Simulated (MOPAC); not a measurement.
Input for MOPAC: PM3 on BeH2O (SMILES [BeH][OH]), a point of a bond scan (R = 1.285 Å).

```
PM3 1SCF PRECISE CHARGE=0 THREADS=1
BeH2O

Be    -0.78408142 1    -0.35296304 1     0.02982263 1
H     -1.99529587 1    -0.89492562 1     0.07984893 1
O      0.51114037 1     0.18521819 1    -0.07360318 1
H      1.22847395 1     1.04896716 1     0.55183723 1
```

The log:

```
*******************************************************************************
 **                                                                           **
 **                              MOPAC v23.2.5                                **
 **                                                                           **
 *******************************************************************************
 ** MOPAC's Digital Object Identifier: https://doi.org/10.5281/zenodo.6511958 **
 **                                                                           **
 ** Please cite the open-source release paper for use of this MOPAC version:  **
 ** J. E. Moussa and J. J. P. Stewart (2026)                                  **
 ** MOPAC: An open-source semiempirical molecular orbital program             **
 ** J. Open Source Softw., 11(119), 8025, https://doi.org/10.21105/joss.08025 **
 *******************************************************************************

                              PM3 CALCULATION RESULTS

 *******************************************************************************
 *  PM3        - The PM3 Hamiltonian to be used
 *
 *
 *
 *                 CHARGE ON SYSTEM = 0
 *
 *
 *
 *  PRECISE    - TIGHTER CRITERIA TO BE USED
 *  1SCF       - DO 1 SCF AND THEN STOP
 *  THREADS=1  - MULTI-THREADING NOT USED
 *  T=         - A TIME OF 172800.0 SECONDS REQUESTED
 *  DUMP=N     - RESTART FILE WRITTEN EVERY 7200.0 SECONDS REQUESTED
 *******************************************************************************
PM3 1SCF PRECISE CHARGE=0 THREADS=1
 BeH2O

   ATOM   CHEMICAL          X               Y               Z
  NUMBER   SYMBOL      (ANGSTROMS)     (ANGSTROMS)     (ANGSTROMS)

     1      Be         -0.78408142  *  -0.35296304  *   0.02982263  *
     2       H         -1.99529587  *  -0.89492562  *   0.07984893  *
     3       O          0.51114037  *   0.18521819  *  -0.07360318  *
     4       H          1.22847395  *   1.04896716  *   0.55183723  *



          CARTESIAN COORDINATES

    NO.       ATOM           X           Y           Z

     1        Be         -0.7841     -0.3530      0.0298
     2         H         -1.9953     -0.8949      0.0798
     3         O          0.5111      0.1852     -0.0736
     4         H          1.2285      1.0490      0.5518

  H: (PM3): J. J. P. STEWART, J. COMP. CHEM. 10, 209 (1989).
 Be: (PM3): J. J. P. STEWART, J. COMP. CHEM. 10, 209 (1989).
  O: (PM3): J. J. P. STEWART, J. COMP. CHEM. 10, 209 (1989).

           Empirical Formula: H2 O Be  =     4 atoms



      MOLECULAR POINT GROUP   :   Cs


      RHF CALCULATION, NO. OF DOUBLY OCCUPIED LEVELS = 5


 -------------------------------------------------------------------------------
 PM3 1SCF PRECISE CHARGE=0 THREADS=1
 BeH2O



     1SCF WAS SPECIFIED, SO BFGS WAS NOT USED
     SCF FIELD WAS ACHIEVED


                              PM3 CALCULATION
                                                       MOPAC v23.2.5 Linux




          FINAL HEAT OF FORMATION =        -12.87259 KCAL/MOL =     -53.85893 KJ/MOL


          COSMO AREA              =         73.54 SQUARE ANGSTROMS
          COSMO VOLUME            =         55.46 CUBIC ANGSTROMS

          IONIZATION POTENTIAL    =         11.593657 EV
          HOMO LUMO ENERGIES (EV) =        -11.594  1.286
          NO. OF FILLED LEVELS    =          5
          MOLECULAR WEIGHT        =         27.0274         POINT GROUP:  Cs

          MOLECULAR DIMENSIONS (Angstroms)

            Atom       Atom       Distance
            H     4    H     2     3.79397
            O     3    H     2     0.61250
            H     4   Be     1     0.00000


          SCF CALCULATIONS        =          1





   ATOM   CHEMICAL          X               Y               Z
  NUMBER   SYMBOL      (ANGSTROMS)     (ANGSTROMS)     (ANGSTROMS)

     1      Be         -0.78408142  *  -0.35296304  *   0.02982263  *
     2       H         -1.99529587  *  -0.89492562  *   0.07984893  *
     3       O          0.51114037  *   0.18521819  *  -0.07360318  *
     4       H          1.22847395  *   1.04896716  *   0.55183723  *

                             CARTESIAN COORDINATES

   1   Be       -0.784081420    -0.352963040     0.029822630
   2    H       -1.995295870    -0.894925620     0.079848930
   3    O        0.511140370     0.185218190    -0.073603180
   4    H        1.228473950     1.048967160     0.551837230


           Empirical Formula: H2 O Be  =     4 atoms



      MOLECULAR POINT GROUP   :   Cs


                  EIGENVALUES
 -33.40742 -15.25697 -12.96429 -11.95715 -11.59366   1.28615   2.65588   4.45561
   4.72749   7.11707


              NET ATOMIC CHARGES AND DIPOLE CONTRIBUTIONS

  ATOM NO.   TYPE          CHARGE      No. of ELECS.   s-Pop       p-Pop
    1         Be           0.455164        1.5448     0.85986     0.68498
    2          H          -0.122205        1.1222     1.12220
    3          O          -0.580308        6.5803     1.79177     4.78854
    4          H           0.247349        0.7527     0.75265
 DIPOLE           X         Y         Z       TOTAL
 POINT-CHG.    -0.508     0.484     0.879     1.125
 HYBRID         0.406     0.397     0.244     0.618
 SUM           -0.103     0.881     1.123     1.431


          ATOMIC ORBITAL ELECTRON POPULATIONS

     Atom    s        px        py        pz
    1 Be   0.85986   0.41207   0.18387   0.08904
    2  H   1.12220
    3  O   1.79177   1.54103   1.57693   1.67058
    4  H   0.75265

 **********************
 *                    *
 * JOB ENDED NORMALLY *
 *                    *
 **********************




 == MOPAC DONE ==
```

The run finished.

Cost: very roughly 0.020 core-seconds.
